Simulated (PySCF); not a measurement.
## Bi⁺: ionisation energy

Bi⁺ [Xe] 4f14 5d10 6s2 6p2 (3P) → Bi²⁺ [Xe] 4f14 5d10 6s2 6p1 (2P), as a difference of total energies. Calculation: PySCF 2.14, in x2c-TZVPPall (11s7p6d3f, 83 functions); scalar relativity by spin-free X2C-1e. Correlated levels: valence and next inner shell: [Kr] 4d10 4f14 frozen. The calculations carry no spin-orbit coupling.

```
                                method  ionisation energy (eV)
                                   UHF                  15.354
    MP2 (valence and next inner shell)                  15.809
SCS-MP2 (valence and next inner shell)                  15.671
   CCSD (valence and next inner shell)                  15.743
CCSD(T) (valence and next inner shell)                  15.765
```

How much does correlation contribute at CCSD(T) (valence and next inner shell)?

15.765 − (15.354) = 0.411 eV, measured against UHF.

Spin-orbit coupling is strong in these open shells (close to jj coupling). The scalar numbers leave it out and a first-order estimate fails, so it can dominate the gap to the real levels.

Errors of the correlated levels include the incompleteness of this basis and the frozen core.

For comparison: 16.703 eV (measured; NIST Atomic Spectra Database, ionization energies).
